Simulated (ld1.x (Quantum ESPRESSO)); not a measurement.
## neon (Ne), TM: configuration errors across variants

```json
{
  "Element": "neon",
  "Generator": "ld1.x (Quantum ESPRESSO) 7.5",
  "Type": "norm-conserving Troullier–Martins (Kleinman–Bylander form)",
  "Functional": "PBE",
  "Relativity": "non-relativistic",
  "Frozen core": "[He]",
  "Valence charge": "8",
  "Reference configuration": "2s2 2p4.5 (charge +1.5)",
  "Partial waves": "2s (bound): rc 0.65 bohr; 2p (bound): rc 1.30 bohr; 3d channel at 0.2 Ry: rc 1.20 bohr",
  "Local potential": "all-electron potential smoothed inside 1.00 bohr (lloc = -1)",
  "Core correction": "none"
}
```

All-electron excitation energies from the reference (eV): (1) 2s2 2p6 -41.313; (2) 2s2 2p5 -18.822; (3) 2s2 2p4 24.460; (4) 2s2 2p5.5 -32.437; (5) 2s2 2p3 91.897; (6) 2s1 2p6 4.436; (7) 2s2 2p2 186.522.

Errors AE − PS in meV (a dash: test not solved or not reliable):

| change | (1) | (2) | (3) | (4) | (5) | (6) | (7) | bound ghosts |
| --- | --- | --- | --- | --- | --- | --- | --- | --- |
| base | +48 | +12 | +23 | +33 | +336 | +131 | +1413 | none |
| wave 2p (bound): rc 1.30 bohr becomes 2p (bound): rc 0.84 bohr | -9.1 | -0.7 | +0.4 | -3.7 | +25 | +27 | +170 | none |
| wave 2p (bound): rc 1.30 bohr becomes 2p (bound): rc 1.16 bohr | +18 | +5.6 | +12 | +14 | +186 | +86 | +832 | none |
| wave 2p (bound): rc 1.30 bohr becomes 2p (bound): rc 1.28 bohr | +40 | +11 | +20 | +28 | +300 | +120 | +1276 | none |
| wave 2p (bound): rc 1.30 bohr becomes 2p (bound): rc 1.38 bohr | +67 | +16 | +29 | +45 | +419 | +154 | +1727 | none |
| wave 2p (bound): rc 1.30 bohr becomes 2p (bound): rc 1.50 bohr | +105 | +24 | +41 | +68 | +575 | +194 | +2302 | none |
| wave 2p (bound): rc 1.30 bohr becomes 2p (bound): rc 1.68 bohr | +208 | +43 | +70 | +129 | +935 | +275 | +3582 | none |
| wave 2p (bound): rc 1.30 bohr becomes 2p (bound): rc 1.82 bohr | +304 | +60 | +95 | +184 | +1223 | +333 | +4565 | none |
| wave 2p (bound): rc 1.30 bohr becomes 2p (bound): rc 1.94 bohr | +435 | +83 | +125 | +258 | +1570 | +396 | +5720 | none |

Task: Give the same row for: wave 2p (bound): rc 1.30 bohr becomes 2p (bound): rc 0.98 bohr.

Result: -2.0, +1.0, +3.6, +1.1, +72, +46, +368; bound ghosts: none.
